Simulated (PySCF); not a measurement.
SMILES C[SiH2]c1ccc([Si](F)(F)F)cc1 (C₇H₉F₃Si₂), GFN2-xTB optimised geometry.

```
21

Si    -3.19     0.00     0.00
F     -3.87    -0.71     1.25
F     -3.83     1.45     0.00
F     -3.83    -0.74    -1.25
C     -1.33     0.00     0.00
C     -0.61     1.03     0.61
C      0.77     1.02     0.62
C      1.49    -0.01     0.01
C      0.77    -1.03    -0.60
C     -0.61    -1.03    -0.61
Si     3.39    -0.03     0.05
C      3.94    -0.95     1.61
H     -1.14     1.84     1.09
H      1.31     1.83     1.09
H      1.31    -1.84    -1.08
H     -1.14    -1.84    -1.09
H      3.87     1.36     0.07
H      3.87    -0.72    -1.16
H      3.58    -1.98     1.62
H      5.03    -0.99     1.67
H      3.58    -0.47     2.51
```

Density from PySCF with PBE0/def2-SVP at that geometry.

Minimum of the electron density along straight lines between bonded atoms, close to the bond critical point (lines longer than 1.1 times the sum of covalent radii, or with two minima, are not listed):

```csv
bond,length / Å,ρ at the minimum / e bohr⁻³,∇²ρ there / e bohr⁻⁵,position (fraction from the first atom)
Si1–F2,1.591,0.125,1.18,0.42
Si1–F3,1.589,0.126,1.20,0.42
Si1–F4,1.589,0.126,1.20,0.42
Si1–C5,1.861,0.124,0.33,0.38
C5–C6,1.397,0.303,-0.75,0.50
C6–C7,1.381,0.314,-0.81,0.50
C7–C8,1.392,0.307,-0.77,0.50
C8–C9,1.392,0.307,-0.77,0.50
C5–C10,1.397,0.303,-0.75,0.50
C9–C10,1.381,0.314,-0.81,0.50
C8–Si11,1.894,0.111,0.34,0.62
Si11–C12,1.899,0.111,0.31,0.38
C6–H13,1.081,0.285,-1.09,0.63
C7–H14,1.081,0.284,-1.09,0.63
C9–H15,1.081,0.284,-1.09,0.63
C10–H16,1.081,0.285,-1.10,0.63
Si11–H17,1.468,0.117,0.33,0.49
Si11–H18,1.468,0.117,0.33,0.49
C12–H19,1.087,0.272,-0.97,0.63
C12–H20,1.086,0.272,-0.98,0.63
C12–H21,1.087,0.272,-0.97,0.63
```
